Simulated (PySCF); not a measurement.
## Ce (cerium, neutral) across methods

[Xe] 5d2 6s2, high-spin 3F determinant (an excited configuration). All numbers are calculated (PySCF 2.14, the spin-free X2C one-electron Hamiltonian (Gaussian nucleus), in ANO-RCC-VTZP).

| method | E (hartree) | mean ε 5d α (eV) | mean ε 6s α (eV) | mean ε 6s β (eV) | Σ⟨r²⟩ (bohr²) | ⟨S²⟩ |
| --- | --- | --- | --- | --- | --- | --- |
| PBE | -8858.77 | -4.735 | -4.174 | -3.637 | 93.16 | 2.005 |
| LDA | -8851.75 | -4.654 | -4.353 | -3.845 | 92.56 | 2.004 |
| UHF | -8855.83451 | -8.589 | -5.647 | -4.778 | 97.89 | 2.026 |
| r2SCAN | -8859.13 | -5.224 | -4.277 | -3.682 | 95.06 | 2.024 |
| PBE0 | -8858.81 | -5.803 | -4.693 | -4.133 | 93.52 | 2.008 |

Spin-orbit coupling, absent here, splits the open shell strongly.
